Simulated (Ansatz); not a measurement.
A geometry relaxed with PBE-D3(BJ)/def2-TZVP (Ansatz, a first-principles code), charge 0, multiplicity 2:

```xyz
5

H     -0.7015     1.0100     0.0141
N     -0.5174     0.0030     0.0017
C      0.7340    -0.4793    -0.0080
H     -1.3033    -0.6330    -0.0032
O      1.7882     0.0993    -0.0046
```

Problem. Write the SMILES of this molecule.

Solution. `N[C]=O`
